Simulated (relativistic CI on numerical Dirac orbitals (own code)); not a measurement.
**Ru2+: resonant inelastic scattering at the L2,3 edge**

Computed with this model: Dirac-Coulomb-Breit CI, orbitals from a KLI potential per configuration, a model potential for QED, Kramers-Heisenberg scattering through one core-hole configuration in a parametric crystal field, unscaled Slater integrals; configurations [Kr] 4d6 → [He] 2s2 2p5 3s2 3p6 3d10 4s2 4p6 4d7; 300 K; core-hole width 1.6 eV; summed over polarisations. Incident energies are the highest absorption maxima for each field (at most a few, so the weaker spin-orbit partner edge can be absent), on the computed scale of the free ion. Intensities are in per cent of the strongest line above 0.02 eV; levels within 1 cm⁻¹ are merged; final levels count from the ground level, the first row holds all elastic scattering, lines under 0.4 are left out and each table stops after 24 rows. The scale of the Slater integrals is a model choice and moves the terms in proportion.

Field parameters in Wybourne normalisation: D3d B²₀ = −7Dσ, B⁴₀ = −14Dq − 21Dτ, B⁴₃ = −14√(10/7) Dq; Td as Oh with Dq negative (B⁴₀ = 21Dq, B⁴₄ = √(5/14) B⁴₀). The field is a parameter set, without covalency.

S is read from ⟨S²⟩ = S(S + 1).

D3d, 10Dq = 36600, Dσ = 450, Dτ = -290 cm⁻¹:

| Final level (eV) | Degeneracy | Irrep | S | 2842 eV | 2970.9 eV |
| --- | --- | --- | --- | --- | --- |
| 0.000 | 1 | A1 | 0.02 | 642.9 | 106.0 |
| 3.151 | 2 | E | 1.00 | 11.0 | 11.3 |
| 3.158 | 2 | E | 1.01 | 3.8 | 3.3 |
| 3.171 | 1 | A1 | 1.01 | 3.2 | 3.3 |
| 3.213 | 1 | A2 | 1.01 | 4.3 | 0.1 |
| 3.275 | 2 | E | 1.01 | 5.4 | 1.2 |
| 3.316 | 1 | A1 | 1.01 | 43.6 | 43.0 |
| 3.840 | 2 | E | 0.93 | 100.0 | 7.8 |
| 3.908 | 2 | E | 1.00 | 35.9 | 29.4 |
| 3.908 | 1 | A2 | 0.95 | 41.6 | 3.0 |
| 3.968 | 1 | A1 | 1.01 | 16.0 | 14.1 |
| 4.048 | 2 | E | 0.98 | 43.7 | 26.0 |
| 4.066 | 1 | A2 | 0.97 | 12.4 | 0.1 |
| 4.147 | 2 | E | 0.29 | 98.7 | 66.9 |
| 4.197 | 1 | A2 | 0.24 | 57.3 | 34.3 |
| 5.522 | 2 | E | 0.02 | 57.2 | 13.3 |
| 5.704 | 1 | A1 | 0.02 | 30.7 | 7.0 |
| 7.803 | 2 |  | 1.00 | 0.6 | 0.1 |

Td, 10Dq = -10700 cm⁻¹:

```csv
Final level (eV),Degeneracy,Irrep,S,2840.9 eV,2970 eV
0.000,1,A1,1.98,1102.0,164.4
0.008,3,T1,1.99,70.3,10.8
0.014,2,E,1.99,62.7,14.9
0.026,3,T2,1.99,62.7,23.2
0.039,1,A2,2.00,23.2,9.7
1.128,3,T2,1.01,10.8,7.1
1.144,2,E,1.02,10.0,5.2
1.245,3,T1,1.02,15.6,9.7
1.251,3,T2,1.98,95.9,44.4
1.270,1,A1,1.01,6.3,3.2
1.320,2,E,1.98,50.7,16.0
1.323,3,T1,1.98,80.6,36.8
1.414,3,T2,1.98,92.8,15.5
1.414,3,T1,1.98,100.0,14.1
1.414,1,A1,1.98,37.8,3.9
2.117,3,T2,0.71,13.2,11.7
2.215,3,T1,1.00,6.0,9.2
2.239,3,T2,0.98,10.0,17.5
2.260,2,E,0.80,10.1,11.2
2.298,2,E,0.85,9.0,9.3
2.349,3,T2,0.95,13.0,16.3
2.362,1,A2,1.00,4.7,4.0
2.432,3,T1,1.02,15.0,21.1
2.500,3,T1,1.02,13.5,16.0
```

D3d, 10Dq = 24850, Dσ = 810, Dτ = -290 cm⁻¹:

```csv
Final level (eV),Degeneracy,Irrep,S,2841.1 eV,2970 eV
0.000,1,A1,0.05,685.4,92.4
1.719,2,E,1.06,12.4,10.5
1.730,2,E,1.06,4.2,3.3
1.779,1,A2,1.12,4.7,0.1
1.800,2,E,1.13,4.6,0.3
1.852,1,A1,1.16,45.2,43.0
2.187,1,A1,1.94,2.4,1.8
2.189,2,E,1.91,6.8,4.0
2.198,2,E,1.77,20.6,6.9
2.255,1,A2,1.81,7.8,2.2
2.269,2,E,1.83,8.3,6.6
2.412,1,A2,1.92,1.0,0.0
2.416,2,E,1.80,16.1,0.5
2.425,2,E,1.43,51.7,3.8
2.440,1,A1,1.89,1.6,2.1
2.462,1,A2,1.21,25.8,0.8
2.466,2,E,1.23,16.6,23.8
2.498,1,A1,1.10,12.8,11.7
2.604,1,A2,0.99,17.5,0.5
2.606,2,E,1.05,33.5,23.5
2.756,2,E,0.25,100.0,59.9
2.757,1,A2,0.26,55.0,33.1
3.959,2,E,0.06,48.4,10.5
4.207,1,A1,0.08,27.1,5.8
```

For the first field the strongest loss at the lowest incident energy is the level at 3.84 eV (S = 0.93, against 0.02 in the thermal ground state). Levels of other spin, the first over 8 % at 3.15 eV, appear because spin-orbit coupling of the core hole, and in heavier ions of the valence shell too, mixes spins.
